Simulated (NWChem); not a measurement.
Molecule: C2H6STe; SMILES CC[Te]S

```xyz
10

Te     0.7063    -0.1267     0.0528
C     -0.3020     1.7063    -0.5410
C     -1.4455     2.1057     0.3649
H     -0.6244     1.5598    -1.5817
H      0.5114     2.4510    -0.5461
H     -1.1024     2.3007     1.3919
H     -2.2080     1.3127     0.4074
H     -1.9335     3.0200    -0.0128
S     -1.2331    -1.5637    -0.0026
H     -1.1557    -1.9109    -1.3084
```
Atoms are numbered in this order, from 1.

Results from NWChem. Structure relaxed at the PBE0/def2-SVP (def2 core potentials past Kr) level. No frequency run checked for a minimum.

Problem. Predict the results for PBE0/STO-3G (all-electron, non-relativistic). Quantities: highest occupied level (eV); orbital gap (eV); dipole (D).

Solution. 
| Item | Value |
|---|---|
| highest occupied level (eV) | -3.83 |
| orbital gap (eV) | 6.25 |
| dipole (D) | 1.84 |
